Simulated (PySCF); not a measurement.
**Unknown compound**

The spectra below were simulated for a compound C5H11FOSi2.

¹H NMR (400 MHz, computed): δ 5.62 (m, 2H), 4.83 (m, 2H), 4.62 (m, 2H), 3.89 (t, 2H), 2.39 (t, 2H), 1.08 (br s, 1H).

¹³C{¹H} NMR (computed): δ 179.1, 168.0, 86.9, 63.3, 43.4.

[PySCF: geometry: GFN2-xTB; NMR shieldings at PBE0/pcSseg-1/GIAO; non-relativistic Hamiltonian; single conformer; gas phase; one averaged value for each set of equivalent atoms]

δ = σ(ref) − σ, references computed at the same level: ¹H (σref 31.72), ¹³C (σref 186.93) vs TMS.

**Question.** Propose a structure and justify it.

**Answer.** 
- Rings plus π bonds: 2 (1 ring in the answer).
- 5 carbon signals for 5 carbons: no two carbons are equivalent.
- Carbon types of the structure: 2 × C, 3 × CH2, leaving 5 H on heteroatoms.
- δC 179.1, 168.0: fully substituted alkene carbon.
- δC 86.9: allylic sp3 CH2 bonded to F; pulled downfield by the heteroatom.
- δC 63.3: sp3 CH2 bonded to O; deshielded by the electronegative neighbour.
- δC 43.4: allylic sp3 CH2; a saturated carbon with 2 carbon neighbours and no heteroatom attached.
- δH 3.89: hydrogen on an sp3 CH2 bonded to O; its carbon carries O, hence the downfield position.
- δH 2.39: hydrogen on an allylic sp3 CH2; allylic position.
- δH 1.08: hydrogen on an alcohol oxygen; exchangeable, gas-phase position.

The compound is `OCCC1=C(CF)[SiH2][SiH2]1`.

The shifts were computed for this structure.

OH/NH shifts are gas-phase values; hydrogen bonding in solution moves them, usually downfield. Splittings by ¹⁹F in the carbon and heteronuclear signals aren't shown, as no couplings were computed. Shifts are as computed. Against solution values, carbons near 30 ppm lie about +3 ppm off and those near 130 ppm about +5 ppm. Of 1211 compounds with measured shifts, 218 miss one by over three times the rms of a fit or turn the order of signals round; such compounds aren't used in these exercises. Multiplicities follow the n + 1 count of equivalent neighbours, as no J values were calculated; m marks all less simple cases, F and P coupling included.
